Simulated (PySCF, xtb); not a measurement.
Te(I)(Et) (C₂H₅ITe), SMILES I[Te]CC. One conformer was computed; it need not be the lowest.

Harmonic wavenumbers (cm⁻¹) from GFN2-xTB (xtb 6.7.1) at its own minimum, in rising order: 63, 115, 239, 248, 265, 518, 729, 977, 1012, 1079, 1233, 1242, 1421, 1462, 1493, 1503, 2996, 3005, 3011, 3018, 3023.

Task: What does PySCF with PBE0-D3(BJ)/def2-SVP give at its own minimum? (The exact figures need the calculation; the answer reports its results.)

Result: 68, 115, 207, 256, 269, 500, 710, 965, 980, 1080, 1215, 1243, 1389, 1432, 1459, 1470, 3051, 3079, 3141, 3154, 3171. Paired by order, the mean absolute difference is 39 cm⁻¹ and the zero-point energies are 41.0 and 41.4 kcal/mol.
